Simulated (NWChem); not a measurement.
# C2H4Cl2; SMILES C(Cl)(Cl)C

```xyz
8

C     -1.7255    -0.1676     0.0000
C     -0.3409     0.4263     0.0000
Cl     0.5540    -0.0546    -1.4670
Cl     0.5540    -0.0546     1.4670
H     -1.6672    -1.2650     0.0000
H     -2.2719     0.1611    -0.8960
H     -2.2719     0.1611     0.8960
H     -0.3553     1.5229     0.0000
```
Atoms are numbered in this order, from 1.

Coordinates come from a PBE0/def2-SVP optimisation.

### Question
Give the principal values of the shielding tensors (ppm) of C1, C2, Cl3 from PBE/pcSseg-1, GIAO (NWChem), with their diamagnetic and paramagnetic parts as GIAO splits them.

### Answer
| atom | σ11 | σ22 | σ33 | isotropic | diamagnetic | paramagnetic |
|---|---|---|---|---|---|---|
| C1 | 119.4 | 140.0 | 176.2 | 145.2 | 249.2 | -104.0 |
| C2 | 45.5 | 109.9 | 118.9 | 91.4 | 249.9 | -158.5 |
| Cl3 | 328.6 | 537.3 | 994.0 | 620.0 | 1146.3 | -526.3 |
